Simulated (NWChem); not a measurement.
Molecule: CH₄BrFSi; SMILES C[SiH](F)Br

```xyz
8

Si     0.0723    -0.9124     0.3856
C     -1.4276    -1.7622    -0.2908
F      1.3940    -1.4999    -0.3492
Br    -0.0265     1.2622    -0.0444
H      0.2668    -1.0801     1.8467
H     -1.3752    -2.8444    -0.0922
H     -2.3414    -1.3638     0.1753
H     -1.4978    -1.6090    -1.3782
```
Atoms are numbered in this order, from 1.

Computed with NWChem. Geometry optimised at PBE0/def2-SVP; all other runs use it. This build's default masses of Se (78.918 u) and Br (79.917 u) are each other's, which moves their modes by up to 0.6 %.

```tsv
quantity	level	value
cavity-dispersion-structure term (kcal/mol) in water	PBE0/def2-SVP, SMD	2.4
vertical ionisation energy, ΔSCF (eV)	PBE0/def2-SVP	___
isotropic polarisability (bohr³), static	PBE0/def2-SVPD	___
vertical, lowest state with f > 0.02, singlet (eV)	PBE0/def2-SVPD, TDA	7.27
dipole (D)	PBE0/def2-SVP	2.23
highest harmonic frequency (cm⁻¹)	PBE0/def2-SVP	___
```

### Question
Some entries are withheld; supply them.

### Answer

- vertical ionisation energy, ΔSCF (eV), value: 10.75
- isotropic polarisability (bohr³), static, value: 59.4
- highest harmonic frequency (cm⁻¹), value: 3179
